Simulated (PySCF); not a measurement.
## Mayer bond orders and bond lengths

Compound: C4H7NSi2.
Numbering: `[N:1]#[C:2][C:3]#[C:4][SiH2:5][CH2:6][SiH3:7]` (hydrogens: H8, H9 on Si5; H10, H11 on C6; H12, H13, H14 on Si7)

Geometry (GFN2-xTB, Å), atoms numbered from 1 in this order:
```
atom  x, y, z in Å
N1     3.4966    2.7051    1.9954
C2     2.8944    2.0072    1.3079
C3     2.1777    1.1800    0.4960
C4     1.5370    0.4454   -0.2258
Si5    0.5291   -0.6875   -1.2968
C6    -0.9255   -1.3014   -0.2428
Si7   -2.0696    0.0514    0.4579
H8     0.0854    0.0959   -2.4537
H9     1.4181   -1.7857   -1.6973
H10   -0.5352   -1.8925    0.5874
H11   -1.5207   -1.9888   -0.8454
H12   -2.6540    0.8063   -0.6530
H13   -1.2931    0.9463    1.3170
H14   -3.1410   -0.5821    1.2310
```

Bond orders from the PBE0/pcSseg-1 density (PySCF). One conformer (not necessarily the lowest) at the GFN2-xTB geometry, without solvent, vibrations or thermal averaging.

Question: How far do the computed orders between heavy atoms stray from the drawn ones?

Answer: The largest departure is 0.841, at C3–C4 (drawn triple, 2.159). Drawn double or triple, more than 0.30 short of the drawn order: C3–C4 (2.159).

Question: Give the Mayer order of every bond, beside its length.

Answer: 
```json
{"bond": "N1–C2", "drawn as": "triple", "length (Å)": "1.150", "Mayer order": "2.874"}
{"bond": "C2–C3", "drawn as": "single", "length (Å)": "1.363", "Mayer order": "1.097"}
{"bond": "C3–C4", "drawn as": "triple", "length (Å)": "1.213", "Mayer order": "2.159"}
{"bond": "C4–Si5", "drawn as": "single", "length (Å)": "1.856", "Mayer order": "0.921"}
{"bond": "Si5–C6", "drawn as": "single", "length (Å)": "1.898", "Mayer order": "0.939"}
{"bond": "C6–Si7", "drawn as": "single", "length (Å)": "1.905", "Mayer order": "0.899"}
{"bond": "Si5–H8", "drawn as": "single", "length (Å)": "1.466", "Mayer order": "0.950"}
{"bond": "Si5–H9", "drawn as": "single", "length (Å)": "1.469", "Mayer order": "0.940"}
{"bond": "C6–H10", "drawn as": "single", "length (Å)": "1.091", "Mayer order": "0.929"}
{"bond": "C6–H11", "drawn as": "single", "length (Å)": "1.091", "Mayer order": "0.934"}
{"bond": "Si7–H12", "drawn as": "single", "length (Å)": "1.465", "Mayer order": "0.946"}
{"bond": "Si7–H13", "drawn as": "single", "length (Å)": "1.463", "Mayer order": "0.952"}
{"bond": "Si7–H14", "drawn as": "single", "length (Å)": "1.465", "Mayer order": "0.950"}
```

By pair of heavy elements: C–C: lowest C2–C3 (1.097, 1.363 Å), highest C3–C4 (2.159, 1.213 Å). C–Si: lowest C6–Si7 (0.899, 1.905 Å), highest Si5–C6 (0.939, 1.898 Å).

Question: Sum the orders of all bonds at each heavy atom with more than one neighbour and set the sums beside the valence in the SMILES.

Answer: C2 3.971 (drawn 4), C3 3.256 (drawn 4), C4 3.080 (drawn 4), Si5 3.750 (drawn 4), C6 3.701 (drawn 4), Si7 3.747 (drawn 4). Orders between atoms that aren't bonded are not in these sums.

The Mayer order sums products of elements of PS (density times overlap matrix) between the two atoms' basis functions, so it depends on the basis set.
